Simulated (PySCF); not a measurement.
**From computed data to an observable: entropy of an ideal gas**

InH, SMILES [InH] (connectivity only; charge and spin as stated), neutral, multiplicity 1.

Geometry optimised at PBE-D3(BJ)/def2-TZVPD. The def2 effective core potentials stand for the cores of In; spin–orbit coupling is left out.

PBE-D3(BJ)/def2-TZVPD run with PySCF 2.14.0 gives the harmonic wavenumbers 1390 cm⁻¹ and the rotational temperature 6.9241 K. The molar mass is 115.83 g/mol, the symmetry number 1, the spin multiplicity 1.

Q: Work out the entropy at 298.15 K and 1 atm in the rigid-rotor, harmonic-oscillator model.

A: 
Translation (Sackur–Tetrode at 1 atm): S = R[1.5 ln M + 2.5 ln T − 1.16487] = 168.0 J/(mol K).
Rotation: q = T/(σ θ) = 43.1, S = R[ln q + 1] = 39.6 J/(mol K).
Vibration: with u = 1.4388 ν/T, each mode gives R[u/(e^u − 1) − ln(1 − e^−u)]:
```
ν (cm⁻¹)  modes     u  S (J/(mol K))
--------  -----  ----  -------------
1390          1  6.71           0.08
```
These are all the modes. Sum 0.1 J/(mol K).
Spin: R ln 1 = 0.0 J/(mol K).
Total 207.7 J/(mol K); the program's own thermochemistry gives 207.7. Translation makes up 81 % and vibration 0 %. Anharmonicity, hindered rotation and orbital degeneracy are left out.
